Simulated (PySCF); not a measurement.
An equivalent PySCF input for O (oxygen, neutral), [He] 2s2 2p4, high-spin 3P determinant, with no relativity, point nucleus:

```python
from pyscf import gto, scf, dft, mp, cc
import basis_set_exchange as bse
mol = gto.M(atom="O 0 0 0", charge=0, spin=2, symmetry="D2h",
            basis=gto.basis.parse(bse.get_basis("dyall-av3z", elements=["O"], fmt="nwchem")))
mf = dft.UKS(mol, xc="HYB_MGGA_XC_R2SCAN0")
mf.irrep_nelec = {'Ag': (2, 2), 'B1u': (1, 0), 'B2u': (1, 1), 'B3u': (1, 0)}
mf.kernel()
```

It reaches the same state as the run whose output follows, with an energy that differs only through the grid. The run itself started from symmetry-adapted Hartree-Fock orbitals and held the occupation by maximum overlap, on a logarithmic radial grid, so the iterations belong to that start.

```
SCF conv_tol = 1e-09
number electrons alpha = 5  beta = 3
XC functionals = HYB_MGGA_XC_R2SCAN0
    M. Bursch, H. Neugebauer, S. Ehlert, and S. Grimme.,  J. Chem. Phys. 156, 134105 (2022)
cycle= 1 E= -75.0600802632461  delta_E= -0.00528  |g|= 0.0172  |ddm|= 0.0427
cycle= 2 E= -75.0601912679184  delta_E= -0.000111  |g|= 0.00415  |ddm|= 0.00728
cycle= 3 E= -75.0601997389112  delta_E= -8.47e-06  |g|= 0.00243  |ddm|= 0.00302
cycle= 4 E= -75.0602019355428  delta_E= -2.2e-06  |g|= 0.00039  |ddm|= 0.000991
cycle= 5 E= -75.0602021226543  delta_E= -1.87e-07  |g|= 5.14e-05  |ddm|= 0.000462
cycle= 6 E= -75.0602021251693  delta_E= -2.51e-09  |g|= 3.59e-06  |ddm|= 5.29e-05
cycle= 7 E= -75.0602021251763  delta_E= -6.99e-12  |g|= 3.3e-07  |ddm|= 4.61e-06
converged SCF energy = -75.0602021251763  <S^2> = 2.0060388  2S+1 = 3.0040232
```
